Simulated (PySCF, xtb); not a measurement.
H₅NO₂Si, SMILES N[SiH](O)O.

GFN2-xTB run with xtb 6.7.1 at its own geometry gives an orbital gap of 7.39 eV and a dipole moment of 0.75 D.

The structure is a stationary point at B3LYP-D3(BJ)/def2-SVP. The values are those of a single conformer.

Problem. What does PBE/def2-TZVP (PySCF) give? (The exact figures need the calculation; the answer reports its results.)

Solution. gap 6.29 eV (levels -6.27 and 0.02 eV), dipole 1.40 D.
